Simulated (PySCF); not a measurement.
C₂H₈Si₂, SMILES C(/[SiH3])=C\[SiH3].

The structure is a stationary point at PBE0-D3(BJ)/def2-SVP.

Two levels are set side by side: PBE/def2-TZVP (PySCF) and B3LYP/def2-TZVP (PySCF). Same geometry, gas phase. Differences are taken from unrounded values.

| quantity | B3LYP |
|---|---|
| orbital gap (eV) | 6.60 |
| highest occupied level (eV) | -7.81 |
| lowest empty level (eV) | -1.21 |
| mean polarisability (bohr³) | 81.9 |

### Question
What does PBE give, and how far is it from B3LYP? (The exact figures need the calculation; the answer reports its results.)

### Answer

| quantity | PBE | PBE minus B3LYP |
|---|---|---|
| orbital gap (eV) | 4.94 | -1.66 |
| highest occupied level (eV) | -6.94 | 0.86 |
| lowest empty level (eV) | -2.00 | -0.79 |
| mean polarisability (bohr³) | 84.9 | 3.1 |

Without exact exchange PBE keeps part of each electron's self-repulsion, which lifts occupied levels and narrows the gap. PBE's more diffuse valence density responds more strongly to a field. Differences between two approximate levels are no errors against the true value.

Rough cost on one machine, each run with all the roots and properties that it gave: B3LYP against PBE within a factor of 2.
